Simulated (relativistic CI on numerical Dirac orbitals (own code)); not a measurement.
# Mg²⁺: calculation against measurement

Computed by Dirac-Coulomb-Breit CI, KLI orbitals optimised for each configuration, a model potential for QED, valence Slater integrals scaled by 0.85, P86 correlation estimate, and configurations built on the next ion tied to the tabulated ionisation energy (semi-empirical) (own radial code, finite nucleus).

CI space (outside the closed core 1s2): 2s2 2p6, 2s2 2p5 3s, 2s2 2p5 3p, 2s2 2p5 3d, 2s2 2p5 4s, 2s2 2p5 4p, 2s2 2p5 4d, 2s2 2p5 4f, 2s2 2p4 3s2, 2s2 2p4 3s 3p, 2s 2p6 3s, 2s2 2p4 3p2, 2s2 2p4 3s 3d, 2s 2p6 3p. Levels of other configurations are missing.

| Configuration | Term (tabulated) | J | Measured (cm⁻¹) | Computed | Error | Purity (%) |
| --- | --- | --- | --- | --- | --- | --- |
| 2s2 2p6 | 1S | 0 | 0.0 | 0 | 0 | 100 |
| 2s2 2p5 3s | 3P° | 2 | 425640.3 | 427106 | 1466 | 100 |
| 2s2 2p5 3s | 3P° | 1 | 426868.1 | 428301 | 1433 | 94 |
| 2s2 2p5 3s | 3P° | 0 | 427852.1 | 429292 | 1440 | 100 |
| 2s2 2p5 3s | 1P° | 1 | 431530.0 | 432617 | 1087 | 94 |
| 2s2 2p5 3p | 3S | 1 | 467378.5 | 469732 | 2354 | 98 |
| 2s2 2p5 3p | 3D | 3 | 474053.2 | 475203 | 1150 | 100 |
| 2s2 2p5 3p | 3D | 2 | 474655.0 | 475746 | 1091 | 86 |
| 2s2 2p5 3p | 3D | 1 | 475502.9 | 476579 | 1076 | 87 |
| 2s2 2p5 3p | 1P | 1 | 478374.5 | 478941 | 567 | 58 |
| 2s2 2p5 3p | 3P | 0 | 479265.3 | 479665 | 400 | 100 |
| 2s2 2p5 3p | 3P | 1 | 479456.0 | 479905 | 449 | 65 |
| 2s2 2p5 3p | 1S | 0 | 496012.1 | 499350 | 3338 | 94 |
| 2s2 2p5 3d | 3P° | 0 | 530178.2 | 530625 | 447 | 100 |
| 2s2 2p5 3d | 3P° | 1 | 530420.6 | 530864 | 443 | 97 |
| 2s2 2p5 3d | 3P° | 2 | 530962.9 | 531385 | 422 | 91 |
| 2s2 2p5 3d | 3F° | 4 | 531563.0 | 531981 | 418 | 100 |
| 2s2 2p5 3d | 3F° | 3 | 531833.1 | 532316 | 483 | 69 |
| 2s2 2p5 3d | 3F° | 2 | 532725.7 | 533082 | 356 | 68 |
| 2s2 2p5 3d | 3D° | 1 | 534197.7 | 534595 | 397 | 76 |
| 2s2 2p5 3d | 3D° | 3 | 534923.6 | 535177 | 254 | 58 |
| 2s2 2p5 3d | 1P° | 1 | 536152.0 | 536840 | 688 | 75 |
| 2s2 2p5 4p | 2[5/2] | 3 | 561798.7 | 562519 | 720 | 100 |

Measured levels from NIST levels in Kelleher and Podobedova, J. Phys. Chem. Ref. Data 37, 267 (2008); Martin and Zalubas, J. Phys. Chem. Ref. Data 9, 1 (1980); pairs were made by configuration, J and term (by order where the table uses no LS term), so strongly mixed levels may be paired wrongly.

Mean error by configuration (cm⁻¹): 2s2 2p5 3s 1356; 2s2 2p5 3p 1303; 2s2 2p5 3d 434; 2s2 2p5 4p 720. Over the excited levels the mean absolute error is 931 cm⁻¹ (22 of the 33 excited levels that our extract of the source holds in range could be paired, and the others can miss by more), and the median relative error of those above 1,000 cm⁻¹ is 0.12 %.
